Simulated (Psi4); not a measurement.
Input for Psi4: SAPT0/aug-cc-pVDZ on FGeH6NO (a complex), monomers drawn apart or pushed together.

```
memory 1837 MB

molecule dimer {
0 1
O    -1.43535024    0.34289943    0.81499324
Ge    0.22156485   -0.32738195    0.64327739
F     0.08598138   -0.82233042   -1.06960587
H    -1.88854647    0.24213310   -0.03012391
H     0.46127241   -1.67957480    1.31938387
H     1.34648924    0.70733802    0.55929842
--
0 1
N     0.21423587    1.04258529    4.92467613
H     0.24736365    0.33040777    5.64512180
H     0.84336046    1.79174732    5.18971151
H    -0.73022509    1.41227233    4.87959924
units angstrom
symmetry c1
no_reorient
no_com
}

set {
  basis aug-cc-pVDZ
  scf_type df
  freeze_core true
}

energy('sapt0')
```

Output:

```
[...]
==> Input File <==

--------------------------------------------------------------------------
memory 1837 MB

molecule dimer {
0 1
O    -1.43535024    0.34289943    0.81499324
Ge    0.22156485   -0.32738195    0.64327739
F     0.08598138   -0.82233042   -1.06960587
H    -1.88854647    0.24213310   -0.03012391
H     0.46127241   -1.67957480    1.31938387
H     1.34648924    0.70733802    0.55929842
--
0 1
N     0.21423587    1.04258529    4.92467613
H     0.24736365    0.33040777    5.64512180
H     0.84336046    1.79174732    5.18971151
H    -0.73022509    1.41227233    4.87959924
units angstrom
symmetry c1
no_reorient
no_com
}

set {
  basis aug-cc-pVDZ
  scf_type df
  freeze_core true
}

energy('sapt0')
--------------------------------------------------------------------------


   => Loading Basis Set <=

    Name: AUG-CC-PVDZ
    Role: ORBITAL
    Keyword: BASIS
    atoms 1         entry O          line   254 file aug-cc-pvdz.gbs
    atoms 2         entry GE         line  2999 file aug-cc-pvdz.gbs
    atoms 3         entry F          line   290 file aug-cc-pvdz.gbs
    atoms 4-6, 8-10 entry H          line    40 file aug-cc-pvdz.gbs
    atoms 7         entry N          line   218 file aug-cc-pvdz.gbs

   => Loading Basis Set <=

    Name: AUG-CC-PVDZ
    Role: ORBITAL
    Keyword: BASIS
    atoms 1         entry O          line   254 file aug-cc-pvdz.gbs
    atoms 2         entry GE         line  2999 file aug-cc-pvdz.gbs
    atoms 3         entry F          line   290 file aug-cc-pvdz.gbs
    atoms 4-6, 8-10 entry H          line    40 file aug-cc-pvdz.gbs
    atoms 7         entry N          line   218 file aug-cc-pvdz.gbs


  //>>>>>>>>>>>>>>>>>>>>>>>>>>>>>>>>>>>//
  //              Dimer HF             //
  //<<<<<<<<<<<<<<<<<<<<<<<<<<<<<<<<<<<//

   => Libint2 <=

    Primary   basis highest AM E, G, H:  7, 6, 3
    Auxiliary basis highest AM E, G, H:  7, 7, 4
    Onebody   basis highest AM E, G, H:  -, -, -
    Solid Harmonics ordering:            Gaussian


   => Loading Basis Set <=

    Name: AUG-CC-PVDZ
    Role: ORBITAL
    Keyword: BASIS
    atoms 1         entry O          line   254 file aug-cc-pvdz.gbs
    atoms 2         entry GE         line  2999 file aug-cc-pvdz.gbs
    atoms 3         entry F          line   290 file aug-cc-pvdz.gbs
    atoms 4-6, 8-10 entry H          line    40 file aug-cc-pvdz.gbs
    atoms 7         entry N          line   218 file aug-cc-pvdz.gbs


         ---------------------------------------------------------
                                   SCF
               by Justin Turney, Rob Parrish, Andy Simmonett
                          and Daniel G. A. Smith
                              RHF Reference
                        1 Threads,   1751 MiB Core
         ---------------------------------------------------------

  ==> Geometry <==

    Molecular point group: c1
    Full point group: C1

    Geometry (in Angstrom), charge = 0, multiplicity = 1:

       Center              X                  Y                   Z               Mass
    ------------   -----------------  -----------------  -----------------  -----------------
         O           -1.435350240000     0.342899430000     0.814993240000    15.994914619570
         GE           0.221564850000    -0.327381950000     0.643277390000    73.921177761000
         F            0.085981380000    -0.822330420000    -1.069605870000    18.998403162730
         H           -1.888546470000     0.242133100000    -0.030123910000     1.007825032230
         H            0.461272410000    -1.679574800000     1.319383870000     1.007825032230
         H            1.346489240000     0.707338020000     0.559298420000     1.007825032230
         N            0.214235870000     1.042585290000     4.924676130000    14.003074004430
         H            0.247363650000     0.330407770000     5.645121800000     1.007825032230
         H            0.843360460000     1.791747320000     5.189711510000     1.007825032230
         H           -0.730225090000     1.412272330000     4.879599240000     1.007825032230

  Running in c1 symmetry.

  Rotational constants: A =      0.23500  B =      0.03194  C =      0.03020 [cm^-1]
  Rotational constants: A =   7045.25230  B =    957.50197  C =    905.48785 [MHz]
  Nuclear repulsion =  286.494406803279389

  Charge       = 0
  Multiplicity = 1
  Electrons    = 62
  Nalpha       = 31
  Nbeta        = 31

  ==> Algorithm <==

  SCF Algorithm Type is DF.
  DIIS enabled.
  MOM disabled.
  Fractional occupation disabled.
  Guess Type is SAD.
  Energy threshold   = 1.00e-08
  Density threshold  = 1.00e-08
  Integral threshold = 1.00e-12

  ==> Primary Basis <==

  Basis Set: AUG-CC-PVDZ
    Blend: AUG-CC-PVDZ
    Number of shells: 71
    Number of basis functions: 159
    Number of Cartesian functions: 168
    Spherical Harmonics?: true
    Max angular momentum: 2

   => Loading Basis Set <=

    Name: (AUG-CC-PVDZ AUX)
    Role: JKFIT
    Keyword: DF_BASIS_SCF
    atoms 1        
[...]
           -99.5043997626314649
    Two-Electron Energy =                  31.3765934534584972
    Total Energy =                        -56.2052587194329760

Computation Completed


Properties will be evaluated at   0.000000,   0.000000,   0.000000 [a0]

Properties computed using the SCF density matrix


 Multipole Moments:

 ------------------------------------------------------------------------------------
     Multipole            Electronic (a.u.)      Nuclear  (a.u.)        Total (a.u.)
 ------------------------------------------------------------------------------------

 L = 1.  Multiply by 2.5417464519 to convert [e a0] to [Debye]
 Dipole X            :         -3.6751873            3.5151743           -0.1600131
 Dipole Y            :        -20.2405312           20.4705045            0.2299733
 Dipole Z            :        -94.3099750           94.8399977            0.5300227
 Magnitude           :                                                    0.5995131

 ------------------------------------------------------------------------------------

  Constructing Basis Sets for SAPT...

   => Loading Basis Set <=

    Name: (AUG-CC-PVDZ AUX)
    Role: RIFIT
    Keyword: DF_BASIS_SAPT
    atoms 1         entry O          line   204 file aug-cc-pvdz-ri.gbs
    atoms 2         entry GE         line   760 file aug-cc-pvdz-ri.gbs
    atoms 3         entry F          line   250 file aug-cc-pvdz-ri.gbs
    atoms 4-6, 8-10 entry H          line    30 file aug-cc-pvdz-ri.gbs
    atoms 7         entry N          line   158 file aug-cc-pvdz-ri.gbs

   => Loading Basis Set <=

    Name: (AUG-CC-PVDZ AUX)
    Role: JKFIT
    Keyword: DF_BASIS_ELST
    atoms 1         entry O          line   270 file aug-cc-pvdz-jkfit.gbs
    atoms 2         entry GE         line  1047 file aug-cc-pvdz-jkfit.gbs
    atoms 3         entry F          line   328 file aug-cc-pvdz-jkfit.gbs
    atoms 4-6, 8-10 entry H          line    70 file aug-cc-pvdz-jkfit.gbs
    atoms 7         entry N          line   212 file aug-cc-pvdz-jkfit.gbs


  //>>>>>>>>>>>>>>>>>>>>>>>>>>>>>>>>>>>//
  //               SAPT0               //
  //<<<<<<<<<<<<<<<<<<<<<<<<<<<<<<<<<<<//



        SAPT0
    Ed Hohenstein
     6 June 2009

      Orbital Information
  --------------------------
    NSO        =       159
    NMO        =       159
    NRI        =       484
    NRI (Elst) =       644
    NOCC A     =        26
    NOCC B     =         5
    FOCC A     =        11
    FOCC B     =         1
    NVIR A     =       133
    NVIR B     =       154

    Elst10,r            =    -0.003054271416 [Eh]
    Exch10              =     0.000117162972 [Eh]
    Exch10 (S^2)        =     0.000117142580 [Eh]

    Maxiter = 50
    CPHF R converge = 1.000000E-08

    Iter     Energy [mEh]          dE [mEh]         Residual      Time [s]
       1      -0.08021659       0.080216588     1.751478e-03             0
       2      -0.08568071       0.005464118     7.636389e-04             0
       3      -0.09006666       0.004385957     2.117847e-04             0
       4      -0.09077253       0.000705862     5.334102e-05             0
       5      -0.09053875      -0.000233779     1.770113e-05             0
       6      -0.09052493      -0.000013814     5.438669e-06             1
       7      -0.09053572       0.000010790     1.789881e-06             1
       8      -0.09053846       0.000002734     3.341992e-07             1
       9      -0.09053741      -0.000001046     6.585721e-08             1
      10      -0.09053756       0.000000145     1.767327e-08             1
      11      -0.09053754      -0.000000015     3.799852e-09             1

    CHF Iterations converged

    Maxiter = 50
    CPHF R converge = 1.000000E-08

    Iter     Energy [mEh]          dE [mEh]         Residual      Time [s]
       1      -0.13889319       0.138893188     1.927504e-03             0
       2      -0.16974147       0.030848283     9.370894e-04             0
       3      -0.17497723       0.005235761     2.072716e-04             0
       4      -0.17436021      -0.000617022     5.384031e-05             0
       5      -0.17414999      -0.000210217     9.637890e-06             0
       6      -0.17420953       0.000059535     1.797412e-06             0
       7      -0.17420208      -0.000007447     3.811905e-07             0
       8      -0.17420272       0.000000642     1.001648e-07             0
       9      -0.17420278       0.000000055     2.002647e-08             0
      10      -0.17420273      -0.000000048     2.707132e-09             0

    CHF Iterations converged

    Ind20,r (A<-B)      =    -0.000090537542 [Eh]
    Ind20,r (B<-A)      =    -0.000174202730 [Eh]
    Ind20,r             =    -0.000264740272 [Eh]
    Exch-Ind20,r (A<-B) =     0.000001287077 [Eh]
    Exch-Ind20,r (B<-A) =     0.000080857434 [Eh]
    Exch-Ind20,r        =     0.000082144511 [Eh]
    Disp20              =    -0.000485741585 [Eh]
    Disp20 (SS)         =    -0.000242870793 [Eh]
    Disp20 (OS)         =    -0.000242870793 [Eh]
    Exch-Disp20         =     0.000013056568 [Eh]
    Exch-Disp20 (SS)    =     0.000009035597 [Eh]
    Exch-Disp20 (OS)    =     0.000004020971 [Eh]

    SAPT Results
  --------------------------------------------------------------------------------------------------------
    Electrostatics                 -3.05427142 [mEh]      -1.91658425 [kcal/mol]      -8.01898850 [kJ/mol]
      Elst10,r                     -3.05427142 [mEh]      -1.91658425 [kcal/mol]      -8.01898850 [kJ/mol]

    Exchange                        0.11716297 [mEh]       0.07352087 [kcal/mol]       0.30761134 [kJ/mol]
      Exch10                        0.11716297 [mEh]       0.07352087 [kcal/mol]       0.30761134 [kJ/mol]
      Exch10(S^2)                   0.11714258 [mEh]       0.07350808 [kcal/mol]       0.30755780 [kJ/mol]

    Induction                      -0.20468829 [mEh]      -0.12844384 [kcal/mol]      -0.53740904 [kJ/mol]
      Ind20,r                      -0.26474027 [mEh]      -0.16612703 [kcal/mol]      -0.69507549 [kJ/mol]
      Exch-Ind20,r                  0.08214451 [mEh]       0.05154646 [kcal/mol]       0.21567038 [kJ/mol]
      delta HF,r (2)               -0.02209253 [mEh]      -0.01386327 [kcal/mol]      -0.05800394 [kJ/mol]

    Dispersion                     -0.47268502 [mEh]      -0.29661433 [kcal/mol]      -1.24103434 [kJ/mol]
      Disp20                       -0.48574159 [mEh]      -0.30480745 [kcal/mol]      -1.27531436 [kJ/mol]
      Exch-Disp20                   0.01305657 [mEh]       0.00819312 [kcal/mol]       0.03428002 [kJ/mol]
      Disp20 (SS)                  -0.24287079 [mEh]      -0.15240372 [kcal/mol]      -0.63765718 [kJ/mol]
      Disp20 (OS)                  -0.24287079 [mEh]      -0.15240372 [kcal/mol]      -0.63765718 [kJ/mol]
      Exch-Disp20 (SS)              0.00903560 [mEh]       0.00566992 [kcal/mol]       0.02372296 [kJ/mol]
      Exch-Disp20 (OS)              0.00402097 [mEh]       0.00252320 [kcal/mol]       0.01055706 [kJ/mol]

  Total HF                         -3.14179674 [mEh]      -1.97150722 [kcal/mol]      -8.24878620 [kJ/mol]
  Total SAPT0                      -3.61448176 [mEh]      -2.26812154 [kcal/mol]      -9.48982054 [kJ/mol]

  Special recipe for scaled SAPT0 (see Manual):
    Electrostatics sSAPT0          -3.05427142 [mEh]      -1.91658425 [kcal/mol]      -8.01898850 [kJ/mol]
    Exchange sSAPT0                 0.11716297 [mEh]       0.07352087 [kcal/mol]       0.30761134 [kJ/mol]
    Induction sSAPT0               -0.20464539 [mEh]      -0.12841692 [kcal/mol]      -0.53729639 [kJ/mol]
    Dispersion sSAPT0              -0.47267820 [mEh]      -0.29661005 [kcal/mol]      -1.24101644 [kJ/mol]
  Total sSAPT0                     -3.61443203 [mEh]      -2.26809034 [kcal/mol]      -9.48968999 [kJ/mol]
  --------------------------------------------------------------------------------------------------------



*** Psi4 exiting successfully. Buy a developer a beer!
```

The run finished.

Cost: about 16 core-seconds (a rough figure).
